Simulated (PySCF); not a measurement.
ClI, SMILES ClI.

Coordinates come from a B3LYP-D3(BJ)/def2-TZVP optimisation. The def2 effective core potentials stand for the cores of I; spin–orbit coupling is left out.

Two levels are set side by side: PBE/def2-TZVPD (PySCF) and ωB97X/def2-TZVPD (PySCF). Same geometry, gas phase. Differences are taken from unrounded values.

```csv
quantity,ωB97X
orbital gap (eV),8.62
highest occupied level (eV),-10.15
lowest empty level (eV),-1.53
dipole moment (D),1.34
mean polarisability (bohr³),49.8
```

Question: What does PBE give, and how far is it from ωB97X? (An estimate is asked for; the answer gives what the named calculation found.)

Answer: 
| quantity | PBE | PBE minus ωB97X |
|---|---|---|
| orbital gap (eV) | 2.13 | -6.49 |
| highest occupied level (eV) | -6.68 | 3.47 |
| lowest empty level (eV) | -4.55 | -3.03 |
| dipole moment (D) | 1.12 | -0.22 |
| mean polarisability (bohr³) | 51.1 | 1.2 |

PBE's occupied levels lie high since its potential decays too fast outside the molecule; exact exchange lowers them and widens the gap. Differences between two approximate levels are no errors against the true value.

Rough cost on one machine, each run with all the roots and properties that it gave: ωB97X against PBE within a factor of 2.
